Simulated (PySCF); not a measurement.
**Relaxation of quartet RuO₂⁻**

All numbers come from UPBE0 in PySCF with Ru def2-SVPD with ECP28, O def2-SVPD; scalar-relativistic core potentials, no spin–orbit coupling; density-fitted integrals. A (50,194) grid was used.

A start displaced from a saddle point along its imaginary mode, of C2v symmetry, held to at least that symmetry:

```xyz
3
charge -1 multiplicity 4, angstrom
Ru   -0.0377    0.0010    0.0000
O     0.1200   -0.0032    1.7769
O     0.1200   -0.0032   -1.7769
```

(1) What forces act on the atoms at the start (eV/Å)?

(2) What does it relax to?

(3) How much energy is released, and in how many steps?

Results:

(1) 
| atom | Fx | Fy | Fz |
| --- | --- | --- | --- |
| Ru1 | -0.41 | 0.01 | 0.00 |
| O2 | 0.20 | -0.01 | -0.42 |
| O3 | 0.20 | -0.01 | 0.42 |

(2) It ends at C2v with Ru–O 1.734 Å (×2); O–Ru–O 129.0°. A frequency run shows a minimum. Other isomers or separated fragments may lie lower.

(3) 39.8 kJ/mol in 8 steps.

With open d or f shells other occupations or spin states may lie lower. At this level a doublet minimum of C2v symmetry lies 51 kJ/mol below this structure.

The relaxation took about 50 core-seconds on a shared host.
